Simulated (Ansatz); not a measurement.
`[SiH3][O][SnH3]` + `N[SiH3]` → `[SiH3]N[SiH3]` + `[OH][SnH3]` at 400 K and 1 bar (ligand exchange at the Si–O bond).

Calculated with Ansatz (gas phase, PBE0-D4/def2-TZVP geometries, no zero-point term in ΔE). CBS: MP2 limit from def2 TZ/QZ plus the TZ coupled-cluster correction, frozen cores. This one scheme is used for every species. Elements past krypton have def2 core potentials. For Sn outer-core shells are correlated without core-valence functions, which leaves a few kJ/mol of doubt a bond.

```tsv
species	CCSD(T)/CBS energy (Eh)	H − E (kJ/mol)	S (J/(mol·K))
`[SiH3][O][SnH3]`	-581.91447	160.4	398.1
`N[SiH3]`	-346.80422	153.0	285.3
`[SiH3]N[SiH3]`	-637.10515	203.4	366.7
`[OH][SnH3]`	-291.59405	108.6	309.2
```

H − E and S are ideal-gas, rigid-rotor, harmonic terms from PBE0-D4/def2-TZVP. 1 Eh = 2625.50 kJ/mol, R = 8.31446 J/(mol·K).

Q: By hand: ΔE, ΔH, ΔS and ΔG.

A: ΔE = (-637.10515) + (-291.59405) − (-581.91447) − (-346.80422) = 0.01949 Eh = 51.2 kJ/mol. Δ(H − E) = 203.4 + 108.6 − 160.4 − 153.0 = -1.4, so ΔH = 49.8 kJ/mol. ΔS = 366.7 + 309.2 − 398.1 − 285.3 = -7.5 J/(mol·K). ΔG = 49.8 − 400 × (-7.5)/1000 = 52.8 kJ/mol.

Q: By hand: the equilibrium constant, and the temperature at which ΔG would vanish if ΔH and ΔS stayed fixed.

A: log₁₀ K = −ΔG/(RT ln 10) = -6.9. ΔH and −TΔS have one sign here, so there is no such temperature.

The number of gas molecules stays the same, so ΔS is small and ΔH decides. A doubt of 5 kJ/mol in ΔE shifts log₁₀ K by 0.7 here. Modes under 60 cm⁻¹, often nearly free rotors, make the harmonic entropy too high. These are equilibria of isolated gas molecules and say nothing of rates. Largest T1 diagnostic: 0.014 (customary marks: 0.02 for closed shells, 0.045 for open ones).
